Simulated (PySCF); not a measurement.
Compound: C6H14P (charge +1).
Numbering: `[CH3:1][CH2:2][C@@H:3]1[CH2:4][P@@H+:5]1[CH2:6][CH3:7]` (hydrogens: H8, H9, H10 on C1; H11, H12 on C2; H13 on C3; H14, H15 on C4; H16 on P5; H17, H18 on C6; H19, H20, H21 on C7)

Method: PBE0-D3(BJ)/def2-SVP geometry optimisation, gas phase in PySCF 2.14.0; density fitting, grid level 1; the optimiser is geomeTRIC in internal coordinates, started from a GFN2-xTB structure with every atom displaced at random (about 0.01 Å).

Step 0: E = -15713.5753 eV
```
atom  x, y, z in Å  |  force x, y, z in eV/Å
C1     -1.7522    1.5335    0.2503   -1.266   0.802   0.409
C2     -1.8407    0.0950    0.6719    0.908   0.185  -0.111
C3     -1.2484   -0.8062   -0.3792    0.851  -0.720   0.809
C4     -0.5362   -2.1321    0.0296   -1.277   0.572  -0.316
P5      0.5786   -0.8733   -0.5374   -0.249   0.294   1.663
C6      1.7624   -0.1466    0.6654   -0.174   0.323  -0.450
C7      2.5739    0.9784    0.0292   -1.186  -0.238  -0.163
H8     -2.3144    1.7254   -0.6764    0.034  -0.026  -0.039
H9     -0.7385    1.8665    0.0942    0.822   0.160  -0.113
H10    -2.1949    2.1978    1.0253    0.159  -0.237  -0.292
H11    -1.3361   -0.0373    1.6409    0.032  -0.178   0.052
H12    -2.8711   -0.1959    0.8218   -0.697  -0.284   0.091
H13    -1.7852   -0.7920   -1.3291    0.071  -0.130  -0.304
H14    -0.7633   -2.9931   -0.5882    0.214  -0.357  -0.356
H15    -0.5675   -2.3753    1.0911    0.203   0.089   0.289
H16     1.0878   -1.1084   -1.7713    0.537  -0.195  -1.247
H17     2.4322   -0.9419    1.0064   -0.058  -0.382   0.087
H18     1.1764    0.2124    1.5293   -0.039  -0.136  -0.083
H19     1.9132    1.7804   -0.3033   -0.130   0.320  -0.110
H20     3.2373    1.3947    0.7617    0.731   0.284   0.561
H21     3.1241    0.6261   -0.8334    0.515  -0.144  -0.376
```

Step 1: E = -15713.7747 eV
```
atom  x, y, z in Å  |  force x, y, z in eV/Å
C1     -1.7847    1.6025    0.2656    0.160   0.002  -0.112
C2     -1.7599    0.1388    0.6641   -0.129  -0.104   0.050
C3     -1.1523   -0.7819   -0.3712   -0.147  -0.094  -0.144
C4     -0.6345   -2.1601    0.0331   -0.129   0.009   0.128
P5      0.6397   -1.0082   -0.4749    0.274   0.216  -0.313
C6      1.7886   -0.1915    0.6654   -0.039  -0.155   0.074
C7      2.4955    0.9884    0.0108    0.048   0.083   0.019
H8     -2.3468    1.7546   -0.6674   -0.014   0.005  -0.010
H9     -0.7683    2.0053    0.1108   -0.068  -0.039   0.026
H10    -2.2654    2.2055    1.0454   -0.031   0.035   0.040
H11    -1.2471   -0.0024    1.6307   -0.005   0.025   0.013
H12    -2.7930   -0.2254    0.8249    0.116   0.021   0.010
H13    -1.6339   -0.7411   -1.3614    0.075   0.011   0.094
H14    -0.8298   -3.0186   -0.6203    0.028   0.033   0.000
H15    -0.6638   -2.4023    1.1045    0.034   0.004  -0.056
H16     1.1681   -1.2060   -1.7769   -0.133  -0.022   0.249
H17     2.4918   -0.9656    1.0197   -0.016   0.072  -0.016
H18     1.1781    0.1194    1.5303    0.029  -0.040  -0.007
H19     1.7843    1.7602   -0.3140   -0.027   0.031  -0.009
H20     3.1781    1.4549    0.7404   -0.055  -0.094  -0.076
H21     3.0930    0.6814   -0.8607    0.028   0.001   0.041
```

**Question.** Estimate the geometry and energy of step 2. (The exact step hangs on the optimiser's Hessian estimate; all steps are aligned on step 1, rigid shifts and turns removed.)

**Answer.** E = -15713.7846 eV, largest force 0.206 eV/Å
```
atom  x, y, z in Å  |  force x, y, z in eV/Å
C1     -1.7885    1.5974    0.2450    0.011   0.022  -0.010
C2     -1.7671    0.1401    0.6684   -0.023  -0.013   0.006
C3     -1.1639   -0.7836   -0.3653   -0.054  -0.064   0.055
C4     -0.6326   -2.1526    0.0385   -0.046  -0.009   0.031
P5      0.6325   -0.9912   -0.4802    0.110   0.123  -0.123
C6      1.7970   -0.2029    0.6606   -0.061  -0.042   0.009
C7      2.4971    0.9920    0.0241   -0.014   0.048   0.006
H8     -2.3543    1.7372   -0.6883   -0.002   0.000   0.003
H9     -0.7722    1.9909    0.0816   -0.002  -0.010   0.010
H10    -2.2643    2.2166    1.0179   -0.002   0.006  -0.010
H11    -1.2475    0.0153    1.6338    0.009   0.005  -0.007
H12    -2.7947   -0.2236    0.8425    0.010   0.006   0.005
H13    -1.6482   -0.7468   -1.3506    0.029   0.015  -0.012
H14    -0.8243   -3.0115   -0.6140    0.019  -0.002  -0.001
H15    -0.6418   -2.3952    1.1084    0.000   0.001  -0.002
H16     1.1408   -1.1890   -1.7781   -0.022  -0.050   0.029
H17     2.5063   -0.9809    0.9872    0.007   0.001  -0.013
H18     1.2005    0.0853    1.5416    0.008  -0.013   0.016
H19     1.7856    1.7762   -0.2732    0.005  -0.008   0.005
H20     3.1892    1.4305    0.7570    0.008  -0.009  -0.007
H21     3.0879    0.7041   -0.8577    0.011  -0.007   0.010
```

The energy changes by -0.0099 eV. The first-order estimate −F·Δx gives -0.0148 eV and the mean of the old and new forces, exact on a quadratic surface, -0.0095 eV. The step makes an angle of 80° with the force vector and moves no atom by more than 0.044 Å.

The cost below is that of the whole optimisation. On one thread of an Intel Xeon Platinum 8488C, no GPU, shared host with 192 logical CPUs at a one-minute load of 107, this took 3.1 min wall and 0.71 GiB of memory at its peak.
